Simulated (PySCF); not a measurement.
Order these species by their calculated properties.

All species are isolated and taken at one optimised geometry, non-relativistic unless stated; the electronic structure was computed with PySCF and density fitting.

The conformers computed, where there is a choice (atom-mapped SMILES and torsion angles):
- `[SiH3:1][CH2:2][SiH2:3][CH2:4][SiH2:5][CH2:6][SiH3:7]`: Si1–C2–Si3–C4 57°, C2–Si3–C4–Si5 177°, Si3–C4–Si5–C6 -59°, C4–Si5–C6–Si7 -176°
- `[CH3:1][CH2:2][SiH2:3][Si@@H:4]([SiH3:5])[SiH2:6][CH3:7]`: C1–C2–Si3–Si4 178°, C2–Si3–Si4–Si5 -45°, Si3–Si4–Si6–C7 -58°
- `[CH3:1][Si@@H:2]([CH2:3][SiH3:4])[CH:5]([SiH3:6])[SiH3:7]`: C1–Si2–C3–Si4 -63°, C1–Si2–C5–Si6 -57°
- `[CH3:1][O:2]/[CH:3]=[C:4](/[CH3:5])[O:6][SiH2:7][CH2:8][F:9]`: C1–O2–C3–C4 141°, C3–C4–O6–Si7 -4°, C4–O6–Si7–C8 -177°, O6–Si7–C8–F9 -179°
- `[CH3:1]/[CH:2]=[P:3]\[C:4]([F:5])([F:6])[C:7]([F:8])([F:9])[F:10]`: C2–P3–C4–F5 -60°, P3–C4–C7–F8 59°
- `[CH2:1]=[CH:2][N:3]([CH2:4][CH2:5][CH3:6])[NH:7][CH3:8]`: C1–C2–N3–C4 159°, C2–N3–C4–C5 -74°, N3–C4–C5–C6 -178°, C2–N3–N7–C8 -91°
- `[CH:1]#[C:2][C:3]#[C:4][CH2:5][C:6]([CH3:7])=[O:8]`: C4–C5–C6–C7 -48°
- `[F:1][C:2]1=[C:3]([SiH3:4])[P@@H+:5]1[c:6]1[cH:7][cH:8][cH:9][s:10]1`: C3–P5–C6–C7 156°

The conformers of `COC[C@@H]1CCO[Si@H]1F` and `CCCN1CCCN1` aren't listed.

Question: Rank by HOMO–LUMO gap, lowest first (PBE0/pcSseg-1 at GFN2-xTB geometries).
A. `C/C=P\C(F)(F)C(F)(F)F`
B. `CO/C=C(/C)O[SiH2]CF`
C. `[SiH3]C[SiH2]C[SiH2]C[SiH3]`
D. `C[Si@@H](C[SiH3])C([SiH3])[SiH3]`
E. `CC[SiH2][Si@@H]([SiH3])[SiH2]C`

Answer: A (5.73 eV), B (7.06 eV), E (7.38 eV), D (8.66 eV), C (8.79 eV).

By how much do the two ends of that ranking differ?

By 3.06 eV, between `[SiH3]C[SiH2]C[SiH2]C[SiH3]` and `C/C=P\C(F)(F)C(F)(F)F`.

Question: Rank by HOMO energy, highest first (PBE0/pcSseg-1 at GFN2-xTB geometries).
A. `C([C@H]1[Si@@H](OCC1)F)OC`
B. `C[SiH2][Si@H]([SiH3])[SiH2]CC`
C. `c1ccsc1[P@H+]1C([SiH3])=C1F`
D. `CCCN1CCCN1`
E. `C#CC#CCC(C)=O`
F. `CO/C=C(/C)O[SiH2]CF`
G. `C[Si@@H](C[SiH3])C([SiH3])[SiH3]`
H. `C=CN(CCC)NC`

Answer: H (-5.56 eV), D (-6.14 eV), F (-6.27 eV), E (-7.22 eV), A (-7.57 eV), B (-7.91 eV), G (-8.34 eV), C (-11.40 eV).

By how much do the two ends of that ranking differ?

By 5.84 eV, between `C=CN(CCC)NC` and `FC1=C([SiH3])[P@@H+]1c1cccs1`.

Question: Rank by smallest rotational constant, lowest first (GFN2-xTB).
A. `C[C+]=[C]C1=CC=CC=C1` [radical]
B. `CCCN(NC)C=C`
C. `C#CC#CCC(C)=O`
D. `C[Si@@H](C[SiH3])C([SiH3])[SiH3]`
E. `FC1=C([SiH3])[P@@H+]1C1=CC=CS1`
F. `[SiH3]C[SiH2]C[SiH2]C[SiH3]`

Answer: F (0.323 GHz), E (0.439 GHz), D (0.551 GHz), A (0.735 GHz), C (0.788 GHz), B (0.948 GHz).

Give the two extremes of that set in cm⁻¹.

`[SiH3]C[SiH2]C[SiH2]C[SiH3]`: 0.0108 cm⁻¹; `C=CN(CCC)NC`: 0.0316 cm⁻¹.

Question: Rank by dipole moment, lowest first (PBE0/pcSseg-1 at GFN2-xTB geometries).
A. `[SiH3]C[SiH2]C[SiH2]C[SiH3]`
B. `CC[SiH2][Si@@H]([SiH3])[SiH2]C`
C. `C=CN(CCC)NC`
D. `CO/C=C(/C)O[SiH2]CF`

Answer: C (0.54 D), B (0.95 D), A (1.24 D), D (3.95 D).

Give the two extremes of that set in atomic units.

`C=CN(CCC)NC`: 0.21 au; `CO/C=C(/C)O[SiH2]CF`: 1.55 au.
